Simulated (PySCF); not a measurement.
Gas-phase reaction: SnBr2 + 4 H → SnH2 + 2 HBr

Method: PySCF energies plus ideal-gas RRHO corrections (1 bar). † marks an energy on the PBE0/def2-TZVP geometry and frequencies; other levels use their own. CCSD(T) freezes the core. Open shells (unrestricted): H (multiplicity 2); the rest are closed-shell singlets. Sn: scalar-relativistic def2 core potential, no spin-orbit coupling. Br: all electrons, no relativistic terms. SnH2: computed as isolated molecules; such fragments, hydroxides, amides, oligomers or adducts are transient or little studied in the gas. CCSD(T) isn't extrapolated to the basis-set limit; its ΔH°(298 K) is -574.3 kJ in def2-SVP and -596.2 kJ in def2-TZVPP. The harmonic model lacks anharmonicity and excited electronic states, which grow with temperature; levels with a mode under 35 cm⁻¹ are left out. Soft modes under 120 cm⁻¹ make the harmonic entropy rough for SnBr2.

```json
[
 {"level": "BLYP/def2-TZVP†", "ΔE electronic, kJ": "-618", "ΔH°(298 K), kJ": "-576", "ΔS°(298 K), J/K": "-161", "ΔG°(1400 K), kJ": "-310"},
 {"level": "CCSD(T)/def2-SVP†", "ΔE electronic, kJ": "-616", "ΔH°(298 K), kJ": "-574", "ΔS°(298 K), J/K": "-161", "ΔG°(1400 K), kJ": "-308"},
 {"level": "PBE/def2-SVP", "ΔE electronic, kJ": "-579", "ΔH°(298 K), kJ": "-539", "ΔS°(298 K), J/K": "-162", "ΔG°(1400 K), kJ": "-272"},
 {"level": "PBE/def2-TZVP†", "ΔE electronic, kJ": "-579", "ΔH°(298 K), kJ": "-537", "ΔS°(298 K), J/K": "-161", "ΔG°(1400 K), kJ": "-271"},
 {"level": "PBE0/def2-QZVP†", "ΔE electronic, kJ": "-589", "ΔH°(298 K), kJ": "-547", "ΔS°(298 K), J/K": "-161", "ΔG°(1400 K), kJ": "-281"},
 {"level": "PBE0/def2-TZVP", "ΔE electronic, kJ": "-585", "ΔH°(298 K), kJ": "-543", "ΔS°(298 K), J/K": "-161", "ΔG°(1400 K), kJ": "-277"},
 {"level": "LDA/def2-TZVP†", "ΔE electronic, kJ": "-661", "ΔH°(298 K), kJ": "-619", "ΔS°(298 K), J/K": "-161", "ΔG°(1400 K), kJ": "-353"}
]
```
ΔH° is lowest at LDA/def2-TZVP† and highest at PBE/def2-TZVP†. No reference value is set beside these.
